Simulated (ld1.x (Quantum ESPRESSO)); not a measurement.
Ranking TM semilocal potentials for Si (Z = 14)

All share these settings but for the change named:

Si, norm-conserving Troullier–Martins (semilocal form), made with ld1.x (Quantum ESPRESSO) 7.5 (LDA (PZ), scalar-relativistic). Core [Ne], reference 3s2 3p2. Waves: 3p (bound): rc 1.40 bohr; 3s (bound): rc 1.65 bohr. Local part: the s channel. Core correction: a·sin(br)/r model core, default radius (core density twice the valence density).

Cutoff: the first of the cutoffs (Ry, on a coarse ladder) from which the occupation-weighted sum of valence levels, in a spherical-Bessel basis at the reference potential, stays within 10 and 1 mRy of its value at 400 Ry; the density cutoff is not measured.

The base gives 45 Ry.

Of 6 variants that were run, those that failed, showed a ghost or another fault, or gave nearly equal values are left out.

A variant can come out equal or close to the base.

**Question.** Rank these variants from softest to hardest (loose cutoff).
A. reference 3s1.75 3p2.25
B. all radii but the core radius scaled by about 1.36 (s 2.24, p 1.90 bohr)
C. wave 3s (bound): rc 1.65 bohr becomes 3s (bound): rc 1.14 bohr

**Answer.** B (12 Ry), A (45 Ry), C (60 Ry).
